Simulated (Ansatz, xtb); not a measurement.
Ligand exchange: C2H3F + SiH(SiH3)F2 → C2H6Si + SiHF3

Species: C2H3F `C=CF`, singlet; SiH(SiH3)F2, singlet; C2H6Si (vinylsilane) `C=C[SiH3]`, singlet; SiHF3 `F[SiH](F)F`, singlet. The partners trade F for SiH3: C–F and Si–SiH3 bonds give way to C–SiH3 and Si–F.

Shapes, held fixed at every level: PBE0-D4/def2-TZVP. Programs: Ansatz 0.2.0, xtb 6.7.1. The zero-point and thermal change to 298 K, harmonic and unscaled (PBE0-D4/def2-TZVP), is +1.6 kJ/mol.

```csv
level,kind,ΔH(298 K) (kJ/mol),less CCSD(T)/CBS estimate,CPU time (sum over the molecules)
GFN1-xTB,semi-empirical,-212.9,+32.7,0.091 s
PBE-D4/def2-TZVPP,GGA,-203.1,+42.5,15 s
B3LYP-D4/def2-TZVPP,global hybrid,-226.3,+19.3,22 s
BHLYP-D4/def2-TZVPP,global hybrid,-239.5,+6.1,15 s
wB97X-V/def2-TZVPP,range-separated hybrid,-224.8,+20.8,44 s
B2PLYP/def2-TZVPP,double hybrid,-239.0,+6.6,27 s
MP2/def2-SVP,perturbation theory,-233.1,+12.5,–
CCSD/def2-SVP,coupled cluster or CI,-218.7,+26.9,–
CCSD(T)/CBS estimate,coupled cluster or CI,-245.6,0.0,6 min
```

The highest level, CCSD(T)/CBS estimate, gives ΔH(298 K) = -245.6 kJ/mol; the levels span -245.6 to -203.1. The column of differences is taken from that level and isn't an error. No measured value is set beside it here. The CBS estimate extrapolates MP2 from def2-TZVPP and def2-QZVPP and adds CCSD(T) − MP2 in the triple-zeta set, cores frozen. CCSD(T)/CBS estimate lies outside the range of all other levels here, so it shouldn't be taken on trust. Times are processor times on shared x86 and Arm servers, and rough.
